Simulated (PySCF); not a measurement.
Job for PySCF: D3(BJ) and D4 dispersion corrections on H7PSi (a complex).

```python
from pyscf import gto
from pyscf.dispersion import dftd3, dftd4

mol = gto.M(
    atom='''
    Si   -0.13344965    0.05215528    0.16521351
    H    -1.49452903   -0.35409565    0.58001905
    H    -0.06494790    0.10308216   -1.31344277
    H     0.85174509   -0.93032241    0.66899718
    H     0.17409128    1.39002023    0.71758852
    P    -0.32522285   -0.08998074    4.27360715
    H     0.84742164    0.27935837    3.56648297
    H    -0.56262562   -1.22365779    3.45491181
    H    -1.16045018    0.75117490    3.49496925
    ''',
    basis='def2-svp',
    charge=0, spin=0, verbose=0, max_memory=1800)
d3, d4 = {}, {}
for xc in ['hf', 'pbe', 'blyp', 'revpbe', 'tpss', 'r2scan', 'b3lyp', 'pbe0', 'bhlyp', 'camb3lyp', 'b2plyp']:
    d3[xc] = float(dftd3.DFTD3Dispersion(mol, xc=xc, version='d3bj', atm=False).get_dispersion()['energy'])
    print(f'D3(BJ) {xc:10s} {d3[xc]:14.8f} Eh')
for xc in ['hf', 'pbe', 'blyp', 'revpbe', 'tpss', 'r2scan', 'b3lyp', 'pbe0', 'bhlyp', 'camb3lyp', 'b2plyp']:
    d4[xc] = float(dftd4.DFTD4Dispersion(mol, xc={'camb3lyp': 'cam-b3lyp'}.get(xc, xc), atm=True).get_dispersion()['energy'])
    print(f'D4     {xc:10s} {d4[xc]:14.8f} Eh')
```

The log:

```
D3(BJ) hf            -0.03822744 Eh
D3(BJ) pbe           -0.00502296 Eh
D3(BJ) blyp          -0.01055508 Eh
D3(BJ) revpbe        -0.01221444 Eh
D3(BJ) tpss          -0.00644269 Eh
D3(BJ) r2scan        -0.00154178 Eh
D3(BJ) b3lyp         -0.00864945 Eh
D3(BJ) pbe0          -0.00449112 Eh
D3(BJ) bhlyp         -0.00672213 Eh
D3(BJ) camb3lyp      -0.00425067 Eh
D3(BJ) b2plyp        -0.00409046 Eh
D4     hf            -0.01475855 Eh
D4     pbe           -0.00445146 Eh
D4     blyp          -0.00949852 Eh
D4     revpbe        -0.01324756 Eh
D4     tpss          -0.00600158 Eh
D4     r2scan        -0.00121958 Eh
D4     b3lyp         -0.00704838 Eh
D4     pbe0          -0.00385658 Eh
D4     bhlyp         -0.00528136 Eh
D4     camb3lyp      -0.00395070 Eh
D4     b2plyp        -0.00317987 Eh
```

The run finished.

Cost: about 0.010 core-seconds (a rough figure).
